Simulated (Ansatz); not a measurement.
Gas-phase electronic energies from Ansatz, PBE0-D4/def2-TZVP geometries. CBS: MP2 limit from def2 TZ/QZ plus the TZ coupled-cluster correction, frozen cores. This one scheme is used for every species. Functionals use def2-TZVPP. One conformer a species, not always the lowest.

Reaction (cleavage of the B–B bond): `BBC[SiH3]` + `BS` → `BSB` + `BC[SiH3]`

`BBC[SiH3]`:

```xyz
12

B    -0.462   -1.557    1.471
B    -0.917   -0.280    0.546
C    -0.113    0.996    0.208
Si    0.851    0.627   -1.379
H     0.146   -2.494    1.029
H    -0.773   -1.641    2.628
H    -1.998   -0.399    0.016
H     0.649    1.280    0.940
H    -0.735    1.863   -0.036
H    -0.060    0.179   -2.464
H     1.549    1.862   -1.823
H     1.862   -0.434   -1.137
```

`BS`:

Cartesian coordinates in Å:
```
B -0.567 -0.121 -0.001
S 0.848 0.844 0.424
H -1.613 0.286 0.398
H -0.468 -1.116 -0.648
H 1.800 0.107 -0.173
```

`BSB`:

Cartesian coordinates in Å:
```
B -0.666 -0.997 -0.742
S 0.905 -0.127 -0.697
B 0.722 0.989 0.699
H -1.510 -0.748 0.059
H -0.809 -1.814 -1.598
H 1.647 1.696 0.953
H -0.290 1.000 1.326
```

`BC[SiH3]`:

Cartesian coordinates in Å:
```
B -0.667 -1.120 0.798
C -0.439 -0.436 -0.554
Si 0.718 1.029 -0.222
H 0.085 -1.966 1.190
H -1.559 -0.769 1.517
H -1.329 0.015 -1.000
H 0.098 -1.039 -1.293
H 2.027 0.562 0.304
H 0.947 1.754 -1.499
H 0.119 1.970 0.759
```

| level | ΔE (kcal/mol) | difference from CCSD(T)/CBS |
| --- | --- | --- |
| LDA (SPW92) | -14.6 | 3.7 |
| PBE0-D4 | -16.4 | 1.9 |
| revPBE | -15.4 | 2.9 |
| r2SCAN | -16.3 | 2.0 |
| PBE0 | -16.4 | 1.9 |
| r2SCANh | -16.7 | 1.6 |
| SCS-MP2/def2-TZVPP | -19.9 | -1.6 |
| CCSD/def2-TZVPP | -17.9 | 0.4 |
| CCSD(T)/def2-TZVPP | -18.2 | 0.1 |
| MP2/CBS(def2) | -20.5 | -2.2 |
| CCSD(T)/CBS | -18.3 | 0 |

Largest T1 diagnostic among the species: 0.015.

From r2SCAN to r2SCAN0 (25 % exact exchange), in def2-TZVPP and without D4, ΔE moves by −1.0 kcal/mol. Leaving LDA and LC-ωPBE aside and taking each functional with its dispersion term where it has one, the values, not all of them listed here, spread over 3.6 kcal/mol, from PBE-QIDH to B97M-V. LDA lies +0.7 kcal/mol from PBE without D4.
